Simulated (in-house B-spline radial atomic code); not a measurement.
Whole-atom quantities along the 53-electron series, configuration 1s2 2s2 2p6 3s2 3p6 3d10 4s2 4p6 4d10 5s2 5p1/2(2) 5p3/2(3). Breit and QED terms are first order and not part of the total energy; the density at the nucleus is averaged over the nuclear charge. Computed with a radial B-spline atomic code at the basis-set limit: Dirac-Hartree-Fock, jj configuration that fills j = l - 1/2 first, finite nuclei.

| ion | Z | E/Z² (Eh) | Σ<r²> (bohr²) | n(0)/Z³ (bohr⁻³) | Lamb diamagnetic shielding (ppm) | repulsion over attraction | Breit energy (eV) | self-energy (eV) | vacuum polarisation (eV) |
| --- | --- | --- | --- | --- | --- | --- | --- | --- | --- |
| I | 53 | -2.5332 | 61.875 | 1.5976 | 5793.07 | 0.15255 | 145.7 | 111.76 | -14.909 |
| Xe+ | 54 | -2.5537 | 51.096 | 1.6448 | 5946.66 | 0.15107 | 155.39 | 119.47 | -16.173 |
| Cs2+ | 55 | -2.5738 | 43.856 | 1.6952 | 6100.7 | 0.1495 | 165.54 | 127.58 | -17.526 |
| Ba3+ | 56 | -2.5937 | 38.502 | 1.7468 | 6255.39 | 0.14786 | 176.14 | 136.11 | -18.97 |
| La4+ | 57 | -2.6133 | 34.318 | 1.8019 | 6410.85 | 0.14619 | 187.22 | 145.06 | -20.513 |
| Ce5+ | 58 | -2.6326 | 30.929 | 1.8593 | 6567.18 | 0.1445 | 198.78 | 154.46 | -22.159 |

With what power of Z does the column «self-energy (eV)» change over this range?

A fit of the logarithm of its size against log Z from Z = 53 to 58 has slope 3.59. One-loop self-energy scales as Z⁴F(Zα), with F falling from low Z to about Z = 90.
